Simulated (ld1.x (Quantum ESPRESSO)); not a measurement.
## manganese: variants of one TM semilocal potential

Base potential:

* Element: manganese (Mn)
* Generator: ld1.x (Quantum ESPRESSO) 7.5
* Type: norm-conserving Troullier–Martins (semilocal form)
* Functional: PBE
* Relativity: scalar-relativistic
* Frozen core: [Ar]
* Valence charge: 7
* Reference configuration: 3d5 4s2 4p0
* Partial waves: 4p (bound, empty): rc 3.55 bohr; 3d (bound): rc 1.10 bohr; 4s (bound): rc 2.20 bohr
* Local potential: the s channel
* Core correction: Bessel-smoothed model core inside 0.90 bohr

Cutoffs, loose and tight: the cutoffs (Ry, on a coarse ladder) from which the occupation-weighted sum of valence levels, in a spherical-Bessel basis at the reference potential, stays within 10 and 1 mRy of its value at 400 Ry. They do not see the model core or the augmentation charge, which bear on the density cutoff. Test errors are all-electron minus pseudo excitation energies from the reference, over the configurations 3d5 4s1 4p0; 3d5 4s0 4p0; 3d4 4s0 4p0; 3d5 4s1 4p1; 3d6 4s0 4p0; 3d4 4s2 4p1; 3d5 4s1.5 4p0. A dash means not determined; rows that change the core or the reference have their own tests.

A semilocal file is local in each channel, so a ghost entry of none says nothing of the separable form that plane-wave codes build from it.

```tsv
change	outcome	cutoff, loose	cutoff, tight	bound ghosts	largest test error (meV)
base	generated	160 Ry	180 Ry	none	-270
wave 3d (bound): rc 1.10 bohr becomes 3d (bound): rc 0.70 bohr	generated	300 Ry	over 300 Ry	none	-264
wave 3d (bound): rc 1.10 bohr becomes 3d (bound): rc 0.84 bohr	generated	230 Ry	300 Ry	none	-268
wave 3d (bound): rc 1.10 bohr becomes 3d (bound): rc 0.92 bohr	generated	200 Ry	260 Ry	none	-269
wave 3d (bound): rc 1.10 bohr becomes 3d (bound): rc 1.04 bohr	generated	180 Ry	200 Ry	none	-270
wave 3d (bound): rc 1.10 bohr becomes 3d (bound): rc 1.12 bohr	generated	160 Ry	180 Ry	none	-270
wave 3d (bound): rc 1.10 bohr becomes 3d (bound): rc 1.22 bohr	generated	140 Ry	160 Ry	none	-270
wave 3d (bound): rc 1.10 bohr becomes 3d (bound): rc 1.34 bohr	generated	120 Ry	140 Ry	none	-269
wave 3d (bound): rc 1.10 bohr becomes 3d (bound): rc 1.46 bohr	generated	110 Ry	140 Ry	none	-265
wave 3d (bound): rc 1.10 bohr becomes 3d (bound): rc 1.68 bohr	generated	90 Ry	120 Ry	none	-246
```

Problem. What comes out with this change to the base: wave 3d (bound): rc 1.10 bohr becomes 3d (bound): rc 1.54 bohr?

Solution. outcome: generated; cutoff, loose: 100 Ry; cutoff, tight: 120 Ry; bound ghosts: none; largest test error (meV): -261.

Reading the sweep of the d radius (base included, trends over the rows without a ghost): The loose cutoff falls from 300 Ry at 0.7 to 90 Ry at 1.68 bohr. A larger radius leaves more room for a smooth pseudo-wave, so fewer plane waves are needed; a smaller one forces it to follow the all-electron wave where it bends sharply. The median size of the test errors (rows with all tests solved) falls from 53.0 meV at 0.7 to 39.6 meV at 1.68 bohr. This runs against the usual rule that a larger radius transfers worse; these runs do not show why.
